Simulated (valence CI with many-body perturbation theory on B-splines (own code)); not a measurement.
# Ag IX in three bases

Computed by relativistic CI+MBPT: three valence electrons over a frozen Dirac-Fock core [Kr], radial functions for each j: 7 s, 7 p, 8 d, 6 f, 4 g, 1 h, with the one-electron correlation potential Σ1 (screened to all orders), the two-electron term Σ2, the three-electron term Σ3, Breit, model QED; selected single and double excitations, second order for the rest (own B-spline code, finite nucleus).

No measured levels were compared; by estimate terms of the open shell hold to 2 to 4 % of their energy, and close levels can change places; different configurations can be misplaced against each other by 1,000 to 8,000 cm⁻¹. The list stops below the first excitations out of the core. Only levels of the ground parity were solved; by the run's estimate the other parity begins above the list, which can be wrong where configurations are misplaced.

The reference run has the lowest level 4d3 4F_3/2 and an ionisation energy of 146.395 eV. Its largest variational space holds 7827 state functions.

Names give the largest LS component (configuration and term), which can be under half, so a name can repeat, a term be missing and a line seem to break the LS rules; names also repeat where a configuration has a term twice. Letters in brackets count levels of one name in rising energy.

Changed runs:
A. basis 6 s, 6 p, 5 d, 5 f, 1 g
B. basis 5 s, 5 p, 4 d, 4 f

Excitation energies of the reference run in cm⁻¹, and shifts in cm⁻¹:

```tsv
Level	Reference	A	B
4d3 4F_5/2	3103	-12	-26
4d3 4F_7/2	6526	-13	-20
4d3 4F_9/2	9883	+1.4	+26
4d3 4P_3/2	18081	+127	+519
4d3 4P_1/2	18834	+80	+402
4d3 2G_7/2	22158	+220	+739
4d3 2G_9/2	23152	+202	+791
4d3 4P_5/2	23420	+56	+326
4d3 2D_3/2 [a]	27778	+239	+749
4d3 2P_1/2	29449	+270	+1014
4d3 2H_11/2	31014	+206	+951
4d3 2H_9/2	32042	+207	+844
Ionisation energy (eV)	146.395	-0.027	-0.048
```
